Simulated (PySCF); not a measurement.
J couplings in C10H14Ge

Bonds (- single, = double, # triple, : aromatic): Ge1-C2, C2-C3, C3-C4, C4-C5, C5-C6, C6:C7, C7:C8, C8:C9, C9:C10, C10:C11, C5-C2, C11:C6. Ge1 carries H12, H13, H14; C2 carries H15; C3 carries H16, H17; C4 carries H18, H19; C5 carries H20; C7 carries H21; C8 carries H22; C9 carries H23; C10 carries H24; C11 carries H25. Stereochemistry as in [GeH3][C@@H]1CC[C@@H]1c1ccccc1. H16, H18 are cis to Ge1 on the ring; H17, H19 are trans to Ge1 on the ring.

Couplings: B3LYP/pcJ-1 (pcSseg-1 on Ge) (without the spin–dipole term) in PySCF 2.14.0 with density-fitted response routines, geometry PBE0-D3(BJ)/def2-SVP; gas phase, one conformer, non-relativistic. Couplings are averaged over pairs made equivalent by symmetry, fast rotation or ring inversion, so a value needn't be that of the named pair in this geometry, while other rotamers aren't included; one pair stands for each set, and the list holds a selection of those of at least 0.8 Hz over up to four bonds, among pairs with at least one H atom (others weren't computed).

Isotopes: 13C, 1H.

| pair | bonds | J (Hz) |
| --- | --- | --- |
| C2, H15 | 1 | ? |
| C3, H16 | 1 | 138.4 |
| C3, H17 | 1 | ? |
| C4, H18 | 1 | 142.6 |
| C4, H19 | 1 | 138.4 |
| C5, H20 | 1 | 143.7 |
| C7, H21 | 1 | ? |
| C8, H22 | 1 | 165.7 |
| C9, H23 | 1 | 167.4 |
| C2, H12 | 2 | 6.7 |
| C2, H20 | 2 | -3.3 |
| C5, H18 | 2 | ? |
| C6, H20 | 2 | -4.1 |
| H16, H17 | 2 | -12.5 |
| C4, H15 | 3 | ? |
| C6, H19 | 3 | ? |
| C7, H23 | 3 | ? |
| C7, H25 | 3 | 7.0 |
| C8, H24 | 3 | 8.3 |
| H12, H15 | 3 | ? |
| H16, H19 | 3 | 12.4 |
| H18, H20 | 3 | 2.4 |
| H19, H20 | 3 | 10.2 |
| C2, H21 | 4 | -0.9 |
| C7, H24 | 4 | -1.4 |
| H17, H20 | 4 | 3.0 |

Question: Estimate the withheld couplings, with signs.

Answer: 
- 1J(C2,H15) = 138.8 Hz (bond length 1.102 Å, sp3 carbon)
- 1J(C3,H17) = 144.5 Hz (bond length 1.100 Å, sp3 carbon)
- 1J(C7,H21) = 163.7 Hz (bond length 1.094 Å, sp2 carbon)
- 2J(C5,H18) = -3.1 Hz (angle at C4 117°)
- 3J(C4,H15) = 1.1 Hz
- 3J(C6,H19) = 6.6 Hz (dihedral angle 148°)
- 3J(C7,H23) = 8.1 Hz (dihedral angle 180°)
- 3J(H12,H15) = 2.2 Hz (mean over equivalent pairs that range from -0.8 to 7.0 Hz in this conformer)

Relativistic effects of the heavier atoms present are left out.
